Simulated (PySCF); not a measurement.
## Hg²⁺ (mercury, charge +2) across methods

[Xe] 4f14 5d9 6s1, high-spin 3D determinant (an excited configuration). All numbers are calculated (PySCF 2.14, scalar relativity through the core potential, in def2-QZVPPD with the def2 core potential (60 electrons)).

```tsv
method	E (hartree)	mean ε 5d α (eV)	mean ε 5d β (eV)	mean ε 6s α (eV)	Σ⟨r²⟩ (bohr²)	⟨S²⟩
B97-3	-152.2795	-34.259	-33.115	-26.001	36.11	2.001
LDA	-151.9820	-32.310	-31.204	-25.655	36.40	2.000
M06-L	-152.3416	-32.479	-31.146	-24.749	35.91	2.001
TPSSh	-152.1968	-32.994	-31.798	-25.499	36.19	2.001
PBE	-152.2648	-32.180	-31.039	-25.278	36.27	2.001
BLYP	-152.2183	-31.985	-30.941	-25.189	36.37	2.000
r2SCAN	-152.2985	-32.742	-31.371	-25.558	36.04	2.002
UHF	-151.39585	-39.319	-37.774	-27.978	36.22	2.002
PBE0	-152.2379	-34.225	-32.995	-26.166	36.16	2.001
```

Energies and moments cover only the electrons outside the core potential. Spin-orbit coupling, absent here, splits the open shell strongly.
